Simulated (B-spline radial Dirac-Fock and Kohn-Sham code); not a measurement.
## Scattering functions of Hg²⁰⁺

System: the Hg²⁰⁺ ion, configuration [Kr] 4d10 4f13 5s1 (tabulated as the ground configuration, which this calculation does not bear out).

The run's input, task.json:

```json
{"items": [{
  "Z": 80,
  "q": 20,
  "cfg": [[1, 0, 2], [2, 0, 2], [2, 1, 6], [3, 0, 2], [3, 1, 6], [3, 2, 10], [4, 0, 2], [4, 1, 6], [4, 2, 10], [4, 3, 13], [5, 0, 1]],
  "A": 202,
  "rrms": 5.4648,
  "do": ["scatter"],
  "s": [0.0, 0.05, 0.1, 0.15, 0.2, 0.25, 0.3, 0.35, 0.4, 0.45, 0.5, 0.6, 0.7, 0.8, 0.9, 1.0, 1.1, 1.2, 1.4, 1.6, 1.8, 2.0, 2.5, 3.0, 3.5, 4.0, 5.0, 6.0],
  "pz": [0, 0.1, 0.2, 0.3, 0.4, 0.5, 0.6, 0.8, 1.0, 1.2, 1.4, 1.6, 1.8, 2.0, 2.5, 3.0, 4.0, 5.0, 7.0, 10.0, 15.0, 20.0, 30.0, 40.0, 60.0, 100.0],
  "hv_scatter": [8047.8, 10000, 20000, 30000, 50000, 100000, 200000, 1000000]
}]}
```

Command: `python xray_run.py task.json out`

These are calculated numbers from an atomic code on a B-spline grid; the model is Dirac-Fock densities. f₀ is the Fourier transform of the spherical electron density, S the Waller-Hartree incoherent function, and s = sin θ/λ. The electron scattering factor follows from the Mott-Bethe formula f_e = 0.023934 Å⁻¹·(Z − f₀)/s².

| s (Å⁻¹) | f₀ | S | f_e (Å) |
| --- | --- | --- | --- |
| 0 | 60.000 | 0.000 | – |
| 0.05 | 59.849 | 0.128 | 192.918 |
| 0.1 | 59.400 | 0.504 | 49.305 |
| 0.15 | 58.663 | 1.107 | 22.696 |
| 0.2 | 57.659 | 1.905 | 13.368 |
| 0.25 | 56.410 | 2.862 | 9.033 |
| 0.3 | 54.947 | 3.937 | 6.662 |
| 0.35 | 53.302 | 5.094 | 5.216 |
| 0.4 | 51.510 | 6.302 | 4.262 |
| 0.45 | 49.604 | 7.537 | 3.593 |
| 0.5 | 47.621 | 8.780 | 3.100 |
| 0.6 | 43.547 | 11.248 | 2.423 |
| 0.7 | 39.514 | 13.652 | 1.978 |
| 0.8 | 35.693 | 15.963 | 1.657 |
| 0.9 | 32.196 | 18.164 | 1.413 |
| 1 | 29.084 | 20.242 | 1.219 |
| 1.1 | 26.379 | 22.197 | 1.061 |
| 1.2 | 24.070 | 24.038 | 0.930 |
| 1.4 | 20.506 | 27.431 | 0.726 |
| 1.6 | 18.042 | 30.514 | 0.579 |
| 1.8 | 16.302 | 33.317 | 0.471 |
| 2 | 14.977 | 35.829 | 0.389 |
| 2.5 | 12.335 | 40.809 | 0.259 |
| 3 | 9.985 | 44.289 | 0.186 |
| 3.5 | 8.028 | 46.844 | 0.141 |
| 4 | 6.618 | 48.836 | 0.110 |
| 5 | 5.092 | 51.768 | 0.072 |
| 6 | 4.309 | 53.791 | 0.050 |

f₀ starts at the number of electrons, 60, and has fallen to half at s ≈ 0.97 Å⁻¹. The sum of ⟨r²⟩ over the electrons is 8.218 bohr². For an ion f_e diverges as s goes to zero, because of the net charge.
